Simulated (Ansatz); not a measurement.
F3Ga, SMILES `[F][Ga]([F])[F]`, relaxed with RKS PBE0-D4/def2-TZVP in Ansatz 0.2.0 from a PBE-D4/def2-SVP geometry. The force threshold is 0.005 eV/Å; the program also tests the step.

Total charge 0; spin multiplicity 1.

Start:

```xyz
4

F     0.512    1.669   -0.046
Ga    0.000    0.001    0.001
F    -1.330   -0.480    1.025
F     0.818   -1.190   -0.979
```

**Question.** By how much does the energy fall, and how many steps does the optimiser take? (An estimate is asked.)

**Answer.** Computed: 2.07 kJ/mol, in 3 steps, 1 of them rejected.

**Question.** Which bonds change most? (Estimate.)

**Answer.** Computed: Ga2–F3 from 1.746 to 1.724 Å; Ga2–F4 from 1.746 to 1.724 Å; F1–Ga2 from 1.746 to 1.724 Å.

**Question.** Give the relaxed structure. (Best estimate.)

**Answer.** Computed: 
```xyz
4

F     0.505    1.648   -0.044
Ga    0.000    0.000    0.000
F    -1.313   -0.472    1.012
F     0.808   -1.176   -0.968
```
